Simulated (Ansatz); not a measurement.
Born–Oppenheimer molecular dynamics of BrCl$_{3}$H$_{4}$OW (10 atoms, charge 0, multiplicity 1). It starts at the highest image of a converged band. Of that band: The profile has 2 maxima (images 3, 6) with wells between them (image 4): this band takes more than one step, which may be the mechanism or a detour left from its start path. A vibrational analysis at the climbing image gives one clearly imaginary mode, 136i cm⁻¹: a first-order saddle point.

The calculation used RKS PBE/def2-SVP in Ansatz.

```yaml
ensemble: NVE (velocity Verlet)
time_step: 0.5 fs
steps_asked: 200
starting_velocities_drawn_for: 300 K
seed: 6305
```

First frame:

```xyz
10
Properties=species:S:1:pos:R:3
W -0.386 -0.065 -0.145
Cl -0.537 0.267 2.881
H 1.039 -0.005 0.754
H 0.519 1.343 0.056
Cl -2.518 -0.871 0.365
O 0.157 -1.903 -0.047
H 1.062 -2.154 0.222
Cl 0.045 0.183 -2.332
Br -1.694 2.217 0.315
H -1.171 1.298 2.309
```

What does the run give?

The run went to its last step.

```
steps done                                               : 200
time covered                                             : 100 fs
mean temperature over the second half                    : 247 K
spread of the potential energy over the second half      : 8.4 meV per atom
mean potential energy of the second half above the start : 5.5 meV per atom
```

The conserved energy stayed within 0.069 meV per atom of its start (net change 0.039 meV per atom), so the integration is sound. A run of 0.1 ps of so small a system gives no equilibrium averages. The orbitals stay closed-shell, which can raise the energy where a bond breaks towards radicals; this wasn't checked here.

What happens to the structure?

Between its relaxed ends the band would form W1–Br9, Cl2–H10 and break Br9–H10. These pairs go: W1–Br9 2.67 → 2.65 Å, Cl2–H10 1.34 → 1.33 Å, Br9–H10 2.26 → 2.16 Å. In the last frame they stand as after the step (other bonds may differ from the relaxed reactants and products). It ends as one piece, BrCl3H4OW. Pairs count as bonded within 1.25 times the sum of covalent radii (0.12 Å more for H–H). Another seed would give other details.

How do temperature and energy run in time?


```tsv
time (fs)	T (K)	potential energy less start (eV)	conserved less start (meV/atom)
0	300	0.000	0.00
8	115	0.192	0.04
16	197	0.107	0.04
24	162	0.143	0.05
32	152	0.154	0.03
40	180	0.125	0.02
48	172	0.133	0.05
56	189	0.115	0.05
64	125	0.181	0.04
72	253	0.049	0.01
80	232	0.071	0.04
88	309	-0.009	0.05
96	373	-0.075	0.05
```

The run took 10 min on 4 threads of Arm Neoverse V1 (shared host), peak memory 0.26 GiB.
